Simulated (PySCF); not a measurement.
What does the PBE0-D3(BJ)/def2-SVP structure of `C=C(Cl)/C(Cl)=C/[SiH3]` look like in three dimensions?

```
atom  x, y, z in Å
C1    -3.3908   -1.2801    0.6001
C2    -2.4175   -0.5004    0.1162
Cl3   -2.8269    1.0598   -0.5355
C4    -0.9842   -0.8378    0.0768
Cl5   -0.5899   -2.4061    0.7375
C6     0.0030   -0.0676   -0.4073
Si7    1.8111   -0.5581   -0.4285
H8    -4.4289   -0.9465    0.5883
H9    -3.1511   -2.2605    1.0120
H10   -0.3058    0.9026   -0.8096
H11    2.3041   -0.8276    0.9553
H12    2.0182   -1.7791   -1.2639
H13    2.5903    0.5726   -1.0148
```

Any rigid rotation of these coordinates is as good. Atoms count from 1 in this order. Si7 (SiH3 silicon) is tetrahedral (angles from 108.0° to 110.8°). Of the pairs four or more bonds apart, Cl3···H10 is among the closest relative to their van der Waals radii: 2.54 Å, 86 % of the sum of Bondi's values. The 7 heavy atoms lie in one plane (0.001 Å rms). The 3 C–C bonds span 1.338 Å (C1=C2, drawn double) to 1.473 Å (C2–C4, drawn single), a spread of 0.135 Å.

Bonds between heavy atoms (Å): C1=C2 1.338, C2–Cl3 1.740, C2–C4 1.473, C4–Cl5 1.747, C4=C6 1.342, C6–Si7 1.874.

Level of theory: PBE0-D3(BJ)/def2-SVP geometry optimisation, gas phase in PySCF 2.14.0.

Point group: Cs (tolerance 0.08 Å). PBE0-D3(BJ)/def2-SVP frequencies: not computed here. The numbers are those of one conformer (C1–C2–C4–Cl5 0°).
